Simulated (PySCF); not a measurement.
BClH5NO2Si, SMILES Cl[SiH2]NB(O)O.

Geometry optimised at ωB97X-D3(BJ)/def2-SVP. The structure was generated by enumeration, and PubChem lists no compound with its InChIKey, so it may never have been made. The values are those of a single conformer.

Vertical ionisation energy (IE) and electron affinity (EA) in eV. Rows of orbital energies are one-electron estimates. Where ΔSCF, EOM or ADC give a negative EA the extra electron is unbound and the value depends on the basis.

| level | IE | EA |
|---|---|---|
| −ε(HOMO), −ε(LUMO), B3LYP/def2-TZVP (PySCF) | ? | ? |
| −ε(HOMO), −ε(LUMO), PBE/def2-TZVP (PySCF) | 6.43 | 0.87 |

Task: What belongs in the gaps? (The exact figures need the calculation; the answer reports its results.)

Result: 
- −ε(HOMO), −ε(LUMO), B3LYP/def2-TZVP (PySCF), IE: 7.60
- −ε(HOMO), −ε(LUMO), B3LYP/def2-TZVP (PySCF), EA: 0.38
